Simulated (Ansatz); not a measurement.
Cartesian coordinates (Å):
```xyz
8

C     -1.4035    -0.1331     0.1038
C      0.0289     0.0762    -0.0578
C      1.2231     0.2378    -0.1831
O      2.4993     0.5055    -0.3863
H     -1.8992     0.7634     0.5074
H     -1.6051    -0.9616     0.8002
H     -1.8878    -0.3815    -0.8533
H      3.0492    -0.1469     0.0865
```
Charge 0, spin multiplicity 1.

Calculation: frozen-core CCSD(T)/cc-pVTZ // PBE-D3(BJ)/def2-TZVP run with Ansatz (an electronic-structure program).

```yaml
HF energy: -190.78043 Ha
MP2 correlation energy: -0.71678 Ha
```

Problem. Estimate the CCSD correlation energy, the (T) correction, the total energy and the T1 diagnostic.

Solution. 
```json
{
  "CCSD correlation energy": "-0.73499 Ha",
  "(T) correction": "-0.03314 Ha",
  "CCSD(T) total energy": "-191.54856 Ha",
  "T1 diagnostic": "0.012"
}
```
